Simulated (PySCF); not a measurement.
System (SMILES): [AlH] (AlH) (closed-shell singlet).
Geometry (B3LYP-D3(BJ)/def2-TZVP, fixed):
```xyz
2

Al     0.0000     0.0000    -0.1187
H      0.0000     0.0000     1.5432
```

Basis-set convergence of the isotropic shielding of Al1 at PBE with PySCF. GIAO, no density fitting; atoms are numbered in the order shown. All functions are spherical. Core-valence sets carry the plain set on hydrogen. No added dispersion term, no relativity. Reference: the value in pcSseg-3, 66.31 ppm, itself unsure by roughly 3.52 ppm (its mean distance from pcseg-4, cc-pCVQZ, cc-pV(5+d)Z). Deviations are taken from unrounded values.

| basis | functions | isotropic shielding of Al1 (ppm) | minus reference (ppm) |
|---|---|---|---|
| pcseg-0 | 15 | -19.12 | -85.43 |
| def2-SV(P) | 20 | 94.65 | 28.34 |
| 6-31G** | 23 | 128.12 | 61.81 |
| 6-311G** | 32 | 60.19 | -6.12 |
| def2-TZVP | 43 | 66.93 | 0.62 |
| 6-311++G(2d,2p) | 45 | 69.11 | 2.80 |
| jun-cc-pV(T+d)Z | 62 | 87.98 | 21.67 |
| cc-pCVTZ | 73 | 74.68 | 8.37 |
| cc-pV(Q+d)Z | 94 | 94.18 | 27.87 |
| def2-QZVPP | 100 | 60.78 | -5.53 |
| def2-QZVPPD | 109 | 61.26 | -5.05 |
| pcSseg-3 | 109 | 66.31 | 0.00 |
| cc-pCVQZ | 139 | 69.20 | 2.89 |
